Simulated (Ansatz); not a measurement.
`C=NB(C)F` + `[OH][InH][Br]` → `C[O][InH][Br]` + `C=NBF`  (substitution at a C–B bond)

Computed with Ansatz on PBE0-D4/def2-TZVP structures; ΔE is electronic, products minus reactants. CCSD(T)/CBS is the MP2 limit (def2-TZVPP, def2-QZVPP) plus CCSD(T) − MP2 in def2-TZVPP, frozen cores. DFT in def2-TZVPP. Elements past krypton have def2 core potentials. For Br, In outer-core shells are correlated without core-valence functions, which leaves a few kJ/mol of doubt a bond. Scalar relativity is left out up to krypton. Each species was taken in one conformer, which may not be the lowest.

`C=NB(C)F`:

Z-matrix (Å, degrees):
```
C
B 1 1.566
H 1 1.090 2 113.5
H 1 1.094 2 110.2 3 121.8
H 1 1.095 2 109.6 3 -121.4
N 2 1.385 1 123.0 3 -2.2
F 2 1.345 1 119.3 3 -178.6
C 6 1.240 2 159.8 1 88.0
H 8 1.098 6 122.6 2 4.2
H 8 1.096 6 121.3 2 -176.0
```

`[OH][InH][Br]`:

Z-matrix (Å, degrees):
```
In
O 1 1.973
Br 1 2.454 2 109.4
H 1 1.701 2 127.1 3 -180.0
H 2 0.960 1 113.2 3 180.0
```

`C[O][InH][Br]`:

```xyz
8

C     0.548    0.849    0.853
O     0.715    0.394   -0.466
In   -0.418   -0.956   -1.332
Br   -2.183   -1.750    0.204
H    -0.294    0.379    1.376
H     1.457    0.648    1.432
H     0.381    1.932    0.852
H    -0.206   -1.496   -2.920
```

`C=NBF`:

Cartesian coordinates in Å:
```
C 0.036 -1.276 -0.298
N 0.016 -0.071 -0.014
B -0.063 1.260 0.298
F 1.043 2.011 0.335
H -0.064 -1.627 -1.332
H 0.157 -2.048 0.470
H -1.125 1.752 0.541
```

```json
{"level": "r2SCANh-D4", "ΔE (kcal/mol)": "24.7"}
{"level": "SCS-MP2/def2-QZVPP", "ΔE (kcal/mol)": "24.2"}
```

(1) What does CCSD(T)/CBS give? (Estimate.)

Largest T1 diagnostic among the species: 0.014.

Results:

(1) The calculation gave: +24.6 kcal/mol. The listed levels differ from it by 0.1, -0.4 kcal/mol.

Leaving LDA and LC-ωPBE aside and taking each functional with its dispersion term where it has one, the values, not all of them listed here, spread over 3.3 kcal/mol, from BLYP-D4 to PBE-QIDH. From BLYP to BHLYP (50 % exact exchange), in def2-TZVPP and without D4, ΔE moves by +1.4 kcal/mol. At CCSD(T), def2-SVP lies −3.8 kcal/mol from the extrapolated value and def2-TZVPP −0.5 kcal/mol.
